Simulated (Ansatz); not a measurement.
```yaml
crystal:
  periodic: [false, false, false]
  atoms:
    - {symbol: Pt, position_ang: [-0.381388, -0.399844, -0.363623]}
    - {symbol: Pt, position_ang: [1.631532, -0.258604, 0.521776]}
    - {symbol: H, position_ang: [-1.450641, 0.447880, -0.201637]}
basis:
  gaussian: {orbitals: def2-SVP}
total_charge: -1
hamiltonian: {xc: {name: BHLYP}}
scf: {omitted_lower_state_checks: [starts]}
output: {forces: true}
```

```sh
$ ansatz run in.yaml --threads 4 --pin off --events-out ev --progress --plain --max-ram 3916MiB
```

It prints (some lines left out):

```
Functional definition: BHLYP
705 factors; integrals over basis functions are off by at most 1.1e-3 eV
mean field evaluation 1: about -6500.8796 eV, gradient 1.6e1 eV
mean field evaluation 2: about -6499.9799 eV, gradient 2.6e1 eV
mean field evaluation 4: about -6501.4269 eV, gradient 2.3e0 eV
mean field evaluation 8: about -6501.7086 eV, gradient 7.4e-1 eV
mean field evaluation 16: about -6501.7103 eV, gradient 8.1e-3 eV
mean field evaluation 32: about -6501.7103 eV, gradient 5.1e-5 eV
mean field -6501.71025963 eV, -238.9334450240 hartree, gradient 5.1e-5 eV, S^2 0.000000; 0 other end points of the search recorded, 0 dependent functions left out
reference -6501.71038884 eV, -238.9334497722 hartree; 19, 19 occupied and 50, 50 virtual orbitals, 705 factors
Total energy: -6501.71038884 eV, -238.9334497722 hartree
Atom 0 at    -0.381388    -0.399844    -0.363623 Å, force    -1.406334    -4.672335    -3.752642 eV/Å
Atom 1 at     1.631532    -0.258604     0.521776 Å, force     5.467735     0.754410     2.659085 eV/Å
Atom 2 at    -1.450641     0.447880    -0.201637 Å, force    -4.061401     3.917925     1.093557 eV/Å
Dipole moment:     0.027148    -0.123224    -0.073802 e Å
Checks for a lower state left out: starts
```

Run time 1.4 s (4 threads of Arm Neoverse V2 on a shared host).

In the def2 sets Pt takes a core potential; there is no spin–orbit coupling. The highest occupied level of an anion often lies above zero with these methods, and sets without diffuse functions describe the outer electron poorly. The restricted singlet is unstable towards broken spin symmetry at other levels; at RKS BHLYP/def2-SVP this wasn't settled.

The dipole of an ion depends on the origin.
